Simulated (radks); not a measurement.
Species: Sn. Configuration: [Kr] 4d10 5s2 5p1 6s1 (not the ground configuration).

All-electron calculation, scalar-relativistic Kohn-Sham, PBE, spin-polarised, spherical densities, finite nucleus; open shells are filled with parallel spins first (spin-orbit coupling, left out, can overturn this in heavy ions); Fermi nuclear charge, rms radius 4.6519 fm. Program: a radial shooting solver on a logarithmic mesh with Libxc functionals.

Energy parts (eV):
| part | energy |
|---|---|
| total | -168082.367 |
| kinetic | 175481.892 |
| electron-nucleus | -406270.210 |
| Hartree | 67186.336 |
| exchange-correlation | -4480.384 |

Orbitals (lengths in bohr, moments of r in powers of bohr; <r^-3> diverges for s and p1/2):
1s up: occ. 1; eigenvalue (eV) -29016.14
1s down: occ. 1; eigenvalue (eV) -29016.11
2s up: occ. 1; eigenvalue (eV) -4383.571
2s down: occ. 1; eigenvalue (eV) -4383.565
2p up: occ. 3; eigenvalue (eV) -3935.648; <r^-3> 4696
2p down: occ. 3; eigenvalue (eV) -3935.634; <r^-3> 4696
3s up: occ. 1; eigenvalue (eV) -848.8817
3s down: occ. 1; eigenvalue (eV) -848.8637
3p up: occ. 3; eigenvalue (eV) -702.4875; <r^-3> 869.5
3p down: occ. 3; eigenvalue (eV) -702.4674; <r^-3> 869.5
3d up: occ. 5; eigenvalue (eV) -477.0983; <r^-3> 119.6
3d down: occ. 5; eigenvalue (eV) -477.0804; <r^-3> 119.6
4s up: occ. 1; eigenvalue (eV) -137.5994
4s down: occ. 1; eigenvalue (eV) -137.5580
4p up: occ. 3; eigenvalue (eV) -93.3828; <r^-3> 156.4
4p down: occ. 3; eigenvalue (eV) -93.3351; <r^-3> 156.5
4d up: occ. 5; eigenvalue (eV) -29.5440; <r^-3> 14.54
4d down: occ. 5; eigenvalue (eV) -29.4187; <r^-3> 14.62
5s up: occ. 1; eigenvalue (eV) -13.9458
5s down: occ. 1; eigenvalue (eV) -13.1612
5p up: occ. 1; eigenvalue (eV) -6.5450; <r^-3> 11.14
5p down: occ. 0; eigenvalue (eV) -5.6939; <r^-3> 11.23
6s up: occ. 1; eigenvalue (eV) -1.8868

The highest occupied level is 6s up at -1.887 eV. The configuration is held as typed, so some empty levels lie below it. The electron density at the nucleus is 1.966e+05 e/bohr^3 (large components only).
